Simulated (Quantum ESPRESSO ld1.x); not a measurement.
Species: Mg2+. Configuration: [Ne] (the NIST ground configuration).

All-electron calculation, scalar-relativistic Kohn-Sham, LDA (Slater exchange, VWN5 correlation), spin-unpolarised, spherical densities, point nucleus. Program: ld1.x of Quantum ESPRESSO 7.5.

Energy parts (hartree):
| part | energy |
|---|---|
| total | -198.6111 |
| kinetic | 198.6315 |
| electron-nucleus | -469.9160 |
| Hartree | 87.7687 |
| exchange-correlation | -15.0953 |

Orbitals (lengths in bohr, moments of r in powers of bohr):
1s: occ. 2; eigenvalue (hartree) -46.8180; <r> 0.1311
2s: occ. 2; eigenvalue (hartree) -3.65539; <r> 0.6981
2p: occ. 6; eigenvalue (hartree) -2.45662; <r> 0.6839

The highest occupied level is 2p at -66.848 eV. Summed over all electrons, <r^2> = 4.811 bohr^2, which gives a Langevin (diamagnetic) susceptibility term of -3.81 x 10^-6 cm^3/mol. The density falls to 0.001 e/bohr^3 at r = 2.21 bohr. For comparison, the ionisation energy in NIST's Atomic Spectra Database is 80.144 eV (measured). In exact Kohn-Sham theory the highest level is minus the ionisation energy, but local and semilocal functionals leave it too shallow, through self-interaction and a potential that decays too fast; potentials with the right tail come closer.
